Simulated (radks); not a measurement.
Task: All-electron atom: Kr4+ in [Ar] 3d10 4p2 4d2 (not the ground configuration). All-electron calculation, Dirac Kohn-Sham, BP86, spin-unpolarised, spherical densities, finite nucleus; open shells fill j = l - 1/2 first; Fermi nuclear charge, rms radius 4.1884 fm. Program: a radial shooting solver on a logarithmic mesh with Libxc functionals. Some entries of the table are withheld. Estimate them.

| orbital | occ. | eigenvalue (hartree) | <r^2> (bohr^2) |
|---|---|---|---|
| 1s1/2 | 2 | -522.7647 | 0.002317 |
| 2s1/2 | 2 | -70.93060 | 0.03963 |
| 2p1/2 | 2 | -64.34290 | 0.03037 |
| 2p3/2 | 4 | -62.36221 | 0.03180 |
| 3s1/2 | 2 | -12.09737 | 0.3219 |
| 3p1/2 | 2 | -9.76755 | (1) |
| 3p3/2 | 4 | -9.47507 | (2) |
| 3d3/2 | 4 | -5.40843 | (3) |
| 3d5/2 | 6 | -5.35989 | (4) |
| 4p1/2 | 2 | -2.26882 | 2.705 |
| 4p3/2 | 0 | -2.22976 | 2.784 |
| 4d3/2 | 2 | -1.35634 | 4.560 |
| 4d5/2 | 0 | -1.35168 | 4.592 |

Result: 
(1) 3p1/2 <r^2> (bohr^2): 0.3308
(2) 3p3/2 <r^2> (bohr^2): 0.3435
(3) 3d3/2 <r^2> (bohr^2): 0.3669
(4) 3d5/2 <r^2> (bohr^2): 0.3717
